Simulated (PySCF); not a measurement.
## Adding and removing an electron: KSr

ROHF-CCSD(T); basis K def2-SVPD, Sr def2-SVPD with ECP28; scalar-relativistic core potentials; PySCF 2.14. Neutral (ROHF): doublet (σ ↑), Re = 4.668 Å, ωe = 41.0 cm⁻¹, De = 0.14 eV.

KSr⁺ (RHF): singlet (closed shell), Re = 4.338 Å, ωe = 71.6 cm⁻¹, De = 0.55 eV to K⁺ + Sr. The energies at the minima are -629.56422 hartree for KSr and -629.42776 for KSr⁺.

(1) Work out the adiabatic ionisation energy, without and with harmonic zero-point energies (1 hartree = 27.2114 eV, 1 eV = 8065.5 cm⁻¹), and the change of the bond length.

KSr⁻ (RHF): singlet (closed shell), Re = 4.860 Å, ωe = 45.4 cm⁻¹, De = 0.34 eV to K⁻ + Sr. The energies at the minima are -629.56422 hartree for KSr and -629.58916 for KSr⁻.

(2) Work out the adiabatic electron affinity, without and with harmonic zero-point energies (1 hartree = 27.2114 eV, 1 eV = 8065.5 cm⁻¹), and the change of the bond length.

Correlated steps freeze 5 core orbitals. Weak bonds: KSr, KSr⁻. Basis-set superposition, not corrected here, can be much of De in a small basis, most of all at correlated wavefunction levels. For an ion De counts to the pair picked by the measured ionisation energies or electron affinities, which need not be the lowest pair at this level. States were picked by a PBE0 search and need not be the measured ground states.

## Answers

(1) At CCSD(T): 0.13646 hartree = 3.713 eV between the minima; the zero-point term (71.6 − 41.0)/2 cm⁻¹ = +0.002 eV makes it 3.715 eV. Re changes by -33.0 pm against the neutral. The electron leaves a σ orbital, and the shorter bond of the ion fits an antibonding orbital, or a change in how ionic the bond is.

(2) At CCSD(T): 0.02494 hartree = 0.679 eV between the minima; the zero-point term (41.0 − 45.4)/2 cm⁻¹ = -0.000 eV makes it 0.678 eV. Re changes by +19.2 pm against the neutral. The electron enters a σ orbital; the charge polarises the partner, so the anion is bound more strongly.
